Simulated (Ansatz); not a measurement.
H2I2O2Zr (`[OH][Zr]([OH])([I])[I]`) at its PBE0-D4/def2-TZVP geometry, where that method's forces vanish. Charge 0, multiplicity 1. Zr, I takes the def2 core potential.

```xyz
7

O    -0.4591   -0.8963    1.3832
Zr   -0.1517   -0.1032   -0.3014
O     1.0799    1.3198   -0.1582
I     0.8693   -1.9885   -1.9916
I    -2.5148    0.8676   -1.2643
H    -0.5291   -1.2080    2.2816
H     1.7054    2.0085    0.0507
```

(1) What forces (eV/Å) does r2SCAN-D4/def2-TZVPP give on these atoms in Ansatz 0.2.0? (An estimate is asked.)

Results:

(1) Computed: 
```
O1  -0.035 -0.080  0.148
Zr2 -0.065 -0.044 -0.129
O3   0.111  0.131  0.001
I4   0.050 -0.075 -0.059
I5  -0.094  0.045 -0.028
H6   0.004 -0.007  0.046
H7   0.030  0.030  0.021
```
